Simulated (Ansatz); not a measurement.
Start from `[SiH3][O][GeH2][Cl]` and change one atom or group to get `[SiH3][O][GeH2][SH]`.

Ansatz, PBE0-D4/def2-TZVP geometries, multiplicity 1. Each molecule was computed in one conformer, which needn't be the lowest.

Scalar relativity is left out up to krypton.

| property | `[SiH3][O][GeH2][Cl]` |
| --- | --- |
| LUMO energy (PBE0/def2-TZVPP) / eV | -0.23 |
| HOMO energy (B3LYP/def2-TZVPP) / eV | -8.50 |
| LUMO energy (PBE/def2-TZVPP) / eV | -1.17 |
| size of the dipole moment (PBE/def2-TZVPP) / D | 1.45 |
| HOMO–LUMO gap (ωB97M-V/def2-TZVPP) / eV | 12.54 |
| size of the dipole moment (ωB97M-V/def2-TZVPP) / D | 1.54 |

(1) What does the change do to each property? (Estimate.)

## Answers

(1) The calculation gave: 
| property | `[SiH3][O][GeH2][SH]` | shift |
| --- | --- | --- |
| LUMO energy (PBE0/def2-TZVPP) / eV | -0.11 | 0.12 |
| HOMO energy (B3LYP/def2-TZVPP) / eV | -7.52 | 0.98 |
| LUMO energy (PBE/def2-TZVPP) / eV | -1.04 | 0.13 |
| size of the dipole moment (PBE/def2-TZVPP) / D | 1.08 | -0.37 |
| HOMO–LUMO gap (ωB97M-V/def2-TZVPP) / eV | 11.63 | -0.91 |
| size of the dipole moment (ωB97M-V/def2-TZVPP) / D | 1.12 | -0.42 |

With PBE0 the HOMO rises by 0.94 eV and the LUMO rises by 0.12 eV, so the gap narrows by about 0.82 eV. PBE moves the HOMO by 0.76 eV and ωB97M-V by 0.99 eV. Dipoles are sizes alone; their direction can turn.

B3LYP here is the variant with VWN-RPA as its local correlation; programs differ in this.

Positive LUMOs are unbound, so they and the gaps depend on the basis.
